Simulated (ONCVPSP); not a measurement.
## Before and after: ONCV potential for Ce (Z = 58)

ONCVPSP 4.0.1 input, shortened (lines: element, Z, core and valence counts, functional; n l f; lmax; l rc ep ncon nbas qcut; lloc lpopt rc5 dvloc0; l nproj debl; icmod fcfact rcfact), PBEsol, scalar-relativistic:

```
  Ce 58.00    9    5  -116133      upf
    1    0    2.00
    2    0    2.00
    2    1    6.00
    3    0    2.00
    3    1    6.00
    3    2   10.00
    4    0    2.00
    4    1    6.00
    4    2   10.00
    4    3    1.00
    5    0    2.00
    5    1    6.00
    5    2    1.50
    6    0    1.50
    3
    0    2.70    0.00    4    8    3.40
    1    2.70    0.00    3    7    4.50
    2    3.45    0.00    4    9    4.70
    3    0.90    0.00    4    9   13.50
    4    4    0.85    2.00
    0    2    3.30
    1    1    3.40
    2    2    1.30
    3    3    1.20
    3    4.25    1.65
```

All-electron outer shells of the reference configuration (PBEsol, scalar-relativistic, ld1.x):

| shell | level (eV) | outermost node (bohr) | outermost maximum (bohr) |
| --- | --- | --- | --- |
| 4d | -109.54 | 0.31 | 0.66 |
| 5s | -39.78 | 0.75 | 1.37 |
| 5p | -22.45 | 0.81 | 1.55 |
| 4f | -4.58 | – | 0.71 |
| 6s | -3.49 | 1.82 | 3.77 |
| 5d | -2.57 | 0.92 | 2.20 |

Change: s: qcut 2.1; p: qcut 2.8; d: qcut 2.9; f: qcut 8.3.

Cutoffs: the cutoffs (Ha) at which the residual kinetic energy of the hardest occupied pseudo-wave falls to 1 and 0.1 mHa per electron; they do not see the model core or the augmentation charge, which bear on the density cutoff. Errors are all-electron minus pseudo energies relative to the spin-unpolarised reference configuration.

Q: What does the change do?

A: The potential gets harder (369 Ha and 443 Ha → 512 Ha and 695 Ha); the bound ghosts move from p, s to f, p, s; the lowest positive-energy flag moves from d at 128.9 eV to d at 38.1 eV; of the 3 tests that both files solve, the error grows in 2 and shrinks in 0 by more than 15 % and 0.3 meV (median size 2.2 → 3.0 meV); the range in which the d phases agree narrows (upper end 3.2 → 1.4).

```csv
quantity,base,changed
"cutoff, loose",369 Ha,512 Ha
"cutoff, tight",443 Ha,695 Ha
loose cutoff by channel,"s 3.0 Ha, p 5.4 Ha, d 6.0 Ha, f 369 Ha","s 4.6 Ha, p 8.4 Ha, d 4.5 Ha, f 512 Ha"
bound ghosts,"s, p","s, p, f"
GHOST(+) flags under 300 eV,"d at 128.9 eV, f at 131.9 eV",d at 38.1 eV
"tests counted as reliable (solved cleanly; for ONCVPSP, near-neutral configurations with less than one 5d electron left out)",3 of 4,3 of 4
"error for 4f1 5s2 5p6 5d1 6s2, meV [ΔE -0.40 eV]",-2.2,+2.7
"error for 4f1 5s2 5p6 5d1 6s1, meV [ΔE 5.70 eV]",-0.5,+3.0
"error for 4f1 5s2 5p6 5d1 6s0, meV [ΔE 16.74 eV]",-6.9,-7.6
s: phases at 2.74 bohr within 0.05 rad from the reference energy up to (Ha; the scan ends near 5),2.4,2.3
p: phases at 2.74 bohr within 0.05 rad from the reference energy up to (Ha; the scan ends near 5),0.4,n/a
d: phases at 3.50 bohr within 0.05 rad from the reference energy up to (Ha; the scan ends near 5),3.2,1.4
f: phases at 0.91 bohr within 0.05 rad from the reference energy up to (Ha; the scan ends near 5),to the end of the scan,to the end of the scan
"rms error of d²Exc/dni dnj with the model core, mHa",4.95,5.44
```

 A true bound ghost makes a file unfit for plane-wave use even where its test errors are small: the radial tests pick states by their node count and pass the ghost by.
